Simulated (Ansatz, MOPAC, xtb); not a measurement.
Potential energy curve for MgC, lowest triplet found (which spin is the ground state isn't settled by this scan).

Methods: ROMP2 = MP2 on ROHF/aug-cc-pVDZ, frozen core run with Ansatz (a program for electronic structure); AM1, unrestricted, heats of formation (MOPAC); UKS-BLYP = unrestricted BLYP/aug-cc-pVDZ (Ansatz); PM6, unrestricted, heats of formation (MOPAC); GFN1-xTB (xtb).

Energies are in kJ/mol, each relative to the lowest point of its own curve between 1.81 and 2.60 Å, where full CI is lowest.

```tsv
R / Å	ROMP2	AM1	UKS-BLYP	PM6	GFN1-xTB
1.58	250.8	454.9	245.5	361.5	189.8
1.68	136.7	143.8	136.5	186.1	83.9
1.81	51.6	47.9	54.5	60.3	20.3
1.87	29.1	22.8	32.3	29.4	7.6
1.99	5.4	0.1	7.5	1.6	0.0
2.06	0.6	0.0	1.5	0.0	2.5
2.11	0.0	4.4	0.0	3.2	6.3
2.20	3.0	19.7	1.5	14.9	15.8
2.24	5.4	28.9	3.5	21.7	20.9
2.33	12.5	53.0	10.1	38.6	33.4
2.44	22.6	86.1	20.7	59.9	50.1
2.60	36.9	131.4	38.0	88.3	75.2
2.73	47.1	156.9	52.0	107.6	95.0
2.91	58.6	176.8	69.7	128.6	119.5
3.18	70.3	194.2	91.4	148.9	147.6
3.46	77.7	204.3	107.9	160.2	167.7
3.85	83.2	210.7	123.3	166.7	186.2
4.30	86.0	213.2	133.8	168.9	198.3
4.78	87.4	213.8	140.0	169.5	204.5
5.40	88.1	214.0	144.0	169.6	207.5
6.33	88.5	214.0	146.3	169.6	—
7.38	88.7	214.0	147.0	169.6	—
```

At the longest distance, 7.38 Å, AM1 lies highest above its minimum (214.0 kJ/mol) and ROMP2 lowest (88.7 kJ/mol).

Dashes: no converged value, or the column stops at the first point that the program doubted or that broke a chosen test of continuity, which isn't proof of a fault.

The T1 diagnostic of CCSD on the restricted reference of ROMP2 exceeds 0.045 at 1.58 to 3.18 Å. The unrestricted determinant behind UKS-BLYP is spin-contaminated at 1.58 to 2.91 Å (<S²> up to 2.3, against 2.00 for a pure triplet).
